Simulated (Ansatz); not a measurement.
Coupled-cluster diagnostics for [Cu(SH)2]- (CuH2S2⁻), Ansatz.

Geometry of the singlet (r2SCAN-D4/def2-TZVPD):

```xyz
5

Cu    0.296    0.197   -0.015
S     1.005   -0.945   -1.699
H     0.698   -2.161   -1.204
S    -0.364    1.371    1.666
H    -1.635    1.539    1.251
```

Correlated methods freeze 19 core orbitals.

**Question.** Estimate the CCSD(T) correlation energy, the shares of MP2 and (T), T1 and the reference's ⟨S²⟩ for: charge -1, singlet, own geometry in def2-TZVPPD; and the rough time on 4 threads of Arm Neoverse V2 on a shared host.

**Answer.** 
| state | basis | correlation (eV) | MP2 share (%) | (T) share (%) | T1 | ⟨S²⟩ (pure) | wall time |
| --- | --- | --- | --- | --- | --- | --- | --- |
| charge -1, singlet, own geometry | def2-TZVPPD | -24.992 | 100.1 | 4.8 | 0.023 | 0.00 (0.00) | 47 s |
Customary marks for T1 are 0.02 (closed shells), 0.045 (open shells) and about 0.05 (3d metals). T1 exceeds 0.02 in 1 of 1 rows and 0.045 in 0; the higher it lies, the less the single-reference result can be trusted.
